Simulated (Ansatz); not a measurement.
C5HClF7GaO2, SMILES `FC(F)(F)C1=CC(C(F)(F)F)=[O+][Ga-]([F])([Cl])[O]1` from Hartree–Fock to CCSD(T)

Cartesian coordinates in Å:
```
F -1.043 0.468 2.987
C -0.535 -0.677 2.539
F 0.534 -0.974 3.269
F -1.442 -1.632 2.702
C -0.137 -0.587 1.057
C -0.315 0.609 0.374
C 0.037 0.744 -0.962
C -0.173 2.096 -1.664
F -0.978 1.937 -2.707
F -0.712 3.000 -0.850
F 0.995 2.561 -2.092
O 0.536 -0.129 -1.720
Ga 0.916 -1.929 -1.194
F -0.272 -2.940 -1.964
Cl 2.989 -2.333 -1.281
O 0.335 -1.667 0.610
H -0.734 1.453 0.896
```

Total charge 0; spin multiplicity 1. Correlated methods include outer-core shells of Ga, which these sets cover unevenly. Scalar relativity is left out up to krypton. The geometry is a stationary point of PBE0-D4/def2-TZVP. Frozen core, restricted reference, Ansatz 0.2.0.

```tsv
basis	HF (Eh)	MP2 corr.	CCSD corr.	(T)	CCSD(T) total
def2-SVP	-3417.43151	-2.60627	-2.63539	-0.07138	-3420.13828
def2-TZVPP	-3419.11035	-3.35011	-3.36032	-0.13038	-3422.60105
def2-QZVPP	-3419.20757	-3.87141	–	–	–
```
